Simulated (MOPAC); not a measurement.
MOPAC input (AM1):

```
AM1 PRECISE GNORM=0.05 LET XYZ GEO-OK AUX(PRECISION=9) THREADS=1
C3H9GeI

C     1.72248000 1   -1.17187100 1   -1.36318900 1
Ge    0.14116500 1   -0.05339500 1   -1.06114800 1
C    -1.48421000 1   -0.85759200 1   -1.80559100 1
C     0.40768300 1    1.78513500 1   -1.68688800 1
I    -0.19737000 1    0.07465400 1    1.48363900 1
H     1.90963700 1   -1.25770000 1   -2.43526100 1
H     2.59342000 1   -0.72654000 1   -0.88489900 1
H     1.56267500 1   -2.16635500 1   -0.94957200 1
H    -2.35009000 1   -0.24204000 1   -1.56691700 1
H    -1.38972600 1   -0.93433800 1   -2.89044900 1
H    -1.63375900 1   -1.85308100 1   -1.39055900 1
H     1.28282800 1    2.22100800 1   -1.20756300 1
H    -0.46424700 1    2.39223400 1   -1.44859400 1
H     0.55684300 1    1.78476200 1   -2.76831500 1
```

From the output:

```
                                                       MOPAC v23.2.5 Linux

          FINAL HEAT OF FORMATION =        -16.82943 KCAL/MOL =     -70.41432 KJ/MOL

          COSMO AREA              =        162.39 SQUARE ANGSTROMS
          COSMO VOLUME            =        166.22 CUBIC ANGSTROMS

          GRADIENT NORM           =          0.04094          =       0.01094 PER ATOM
          IONIZATION POTENTIAL    =         10.327589 EV
          HOMO LUMO ENERGIES (EV) =        -10.328 -1.314
          NO. OF FILLED LEVELS    =         16
          MOLECULAR WEIGHT        =        244.5986         POINT GROUP:  C3v

          MOLECULAR DIMENSIONS (Angstroms)

            Atom       Atom       Distance
            H    12    H    11     5.00937
            H     6    I     5     4.66265
            H     7    H    13     4.01623

          SCF CALCULATIONS        =         29

   ATOM   CHEMICAL          X               Y               Z
  NUMBER   SYMBOL      (ANGSTROMS)     (ANGSTROMS)     (ANGSTROMS)

     1       C          1.71218905  *  -1.16167594  *  -1.42600361  *
     2      Ge          0.12414058  *  -0.04698161  *  -0.93325672  *
     3       C         -1.45568422  *  -0.85119046  *  -1.86307683  *
     4       C          0.41327272  *   1.75950241  *  -1.74582283  *
     5       I         -0.20022011  *   0.07576538  *   1.50520344  *
     6       H          1.78332828  *  -1.16305000  *  -2.52855702  *
     7       H          2.60550939  *  -0.69903585  *  -0.96925028  *
     8       H          1.54416645  *  -2.18159625  *  -1.03588905  *
     9       H         -2.33361770  *  -0.21497585  *  -1.65068199  *
    10       H         -1.22737525  *  -0.86796823  *  -2.94392217  *
    11       H         -1.59603319  *  -1.87384649  *  -1.46914476  *
    12       H          1.31794658  *   2.19666152  *  -1.28628914  *
    13       H         -0.48100005  *   2.37291577  *  -1.53450239  *
    14       H          0.54887132  *   1.61314031  *  -2.83248330  *

                             CARTESIAN COORDINATES

   1    C        1.712189048    -1.161675943    -1.426003610
   2   Ge        0.124140579    -0.046981612    -0.933256721
   3    C       -1.455684224    -0.851190461    -1.863076829
   4    C        0.413272722     1.759502406    -1.745822830
   5    I       -0.200220111     0.075765377     1.505203441
   6    H        1.783328279    -1.163050003    -2.528557016
   7    H        2.605509387    -0.699035854    -0.969250284
   8    H        1.544166449    -2.181596253    -1.035889051
   9    H       -2.333617699    -0.214975849    -1.650681989
  10    H       -1.227375247    -0.867968233    -2.943922168
  11    H       -1.596033193    -1.873846492    -1.469144757
  12    H        1.317946576     2.196661523    -1.286289138
  13    H       -0.481000052     2.372915771    -1.534502389
  14    H        0.548871324     1.613140314    -2.832483301

           Empirical Formula: C3 H9 Ge I  =    14 atoms

      MOLECULAR POINT GROUP   :   C3v

                  EIGENVALUES
 -31.66523 -28.72888 -27.77792 -27.77785 -14.37852 -14.10996 -14.10994 -13.71828
 -13.71822 -13.56958 -12.04582 -11.56807 -11.56801 -11.32079 -10.32760 -10.32759
  -1.31368   0.26038   0.26044   2.06481   4.31729   4.32562   4.32573   4.34481
   4.34481   4.36823   4.66632   4.75759   4.75762

              NET ATOMIC CHARGES AND DIPOLE CONTRIBUTIONS

  ATOM NO.   TYPE          CHARGE      No. of ELECS.   s-Pop       p-Pop
    1          C          -0.319207        4.3192     1.25671     3.06250
    2         Ge           0.271529        3.7285     0.80390     2.92457
    3          C          -0.319213        4.3192     1.25671     3.06251
    4          C          -0.319206        4.3192     1.25671     3.06249
    5          I          -0.097134        7.0971     1.97436     5.12277
    6          H           0.084759        0.9152     0.91524
    7          H           0.088160        0.9118     0.91184
    8          H           0.088158        0.9118     0.91184
    9          H           0.088158        0.9118     0.91184
   10          H           0.084760        0.9152     0.91524
   11          H           0.088157        0.9118     0.91184
   12          H           0.088159        0.9118     0.91184
   13          H           0.088158        0.9118     0.91184
   14          H           0.084759        0.9152     0.91524
 DIPOLE           X         Y         Z       TOTAL
 POINT-CHG.     0.126    -0.048    -0.945     0.955
 HYBRID         0.166    -0.063    -1.251     1.263
 SUM            0.292    -0.111    -2.196     2.218

          ATOMIC ORBITAL ELECTRON POPULATIONS

     Atom    s        px        py        pz
    1  C   1.25671   1.01189   1.02219   1.02842
    2 Ge   0.80390   0.99028   0.99101   0.94328
    3  C   1.25671   1.01153   1.02705   1.02393
    4  C   1.25671   1.03161   1.00544   1.02544
    5  I   1.97436   1.98072   1.99356   1.14850
    6  H   0.91524
    7  H   0.91184
    8  H   0.91184
    9  H   0.91184
   10  H   0.91524
   11  H   0.91184
   12  H   0.91184
   13  H   0.91184
   14  H   0.91524

 **********************
 *                    *
 * JOB ENDED NORMALLY *
 *                    *
 **********************

 == MOPAC DONE ==
```

The geometry given is a B3LYP-D3(BJ)/def2-TZVP minimum.
